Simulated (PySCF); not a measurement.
Bonds (- single, = double, # triple, : aromatic): F1-C2, C2:N3, N3:N4, N4:C5, C5:C6, C6:C7, C7:C8, C8:C9, C9:C10, C10:C11, C11:C2, C11:C6. C5 carries H12; C7 carries H13; C8 carries H14; C9 carries H15; C10 carries H16.

All values are calculated (PySCF 2.14): NMR shieldings at PBE0/pcSseg-1/GIAO, geometry from GFN2-xTB. Non-relativistic Hamiltonian, gas phase, one computed conformer.

Chemical shifts δ = σref − σ; TMS for $^{13}$C and $^{1}$H; CFCl3 for $^{19}$F; $^{15}$N vs NH3, all at this level.

| atoms | nucleus | count | Hirshfeld charge | δ (ppm) |
| --- | --- | --- | --- | --- |
| C8 | $^{13}$C | 1 | -0.03 | 138.2 |
| H15 | $^{1}$H | 1 | 0.06 | ? |
| N4 | $^{15}$N | 1 | -0.11 | ? |
| H12 | $^{1}$H | 1 | 0.06 | ? |
| C5 | $^{13}$C | 1 | 0.01 | 154.2 |
| C11 | $^{13}$C | 1 | -0.01 | ? |
| H16 | $^{1}$H | 1 | 0.06 | 8.57 |
| H14 | $^{1}$H | 1 | 0.06 | 8.26 |
| N3 | $^{15}$N | 1 | -0.14 | 377.6 |
| F1 | $^{19}$F | 1 | -0.07 | -92.3 |
| C9 | $^{13}$C | 1 | -0.03 | 137.3 |
| H13 | $^{1}$H | 1 | 0.06 | ? |
| C6 | $^{13}$C | 1 | 0.00 | 133.4 |
| C10 | $^{13}$C | 1 | -0.04 | 128.5 |
| C2 | $^{13}$C | 1 | 0.15 | 170.7 |
| C7 | $^{13}$C | 1 | -0.03 | 131.2 |

**Question.** Fill in the missing shifts.

**Answer.** 
- C11: 121.1 ppm, ring-fusion aromatic carbon
- H12: 9.74 ppm, hydrogen on an aromatic CH next to a ring nitrogen; ring current plus the neighbouring ring nitrogen
- H15: 8.29 ppm, hydrogen on an aromatic CH; aromatic region
- H13: 8.24 ppm, hydrogen on an aromatic CH; ring-current deshielding
- N4: 432.7 ppm, pyridine-type ring nitrogen

Shifts are as computed. Against solution values, carbons near 30 ppm lie about +3 ppm off and those near 130 ppm about +5 ppm. Of 1211 compounds with measured shifts, 218 miss one by over three times the rms of a fit or turn the order of signals round; such compounds aren't used in these exercises. Unscaled 19F shifts against computed CFCl3 carry errors that often reach 10 to 50 ppm. Experimental scales use liquid or dissolved standards, which lie at an offset from isolated NH3 (liquid NH3: subtract about 20 ppm). Unscaled 15N shifts of sp2 nitrogen come out 20 to 40 ppm too high even then.
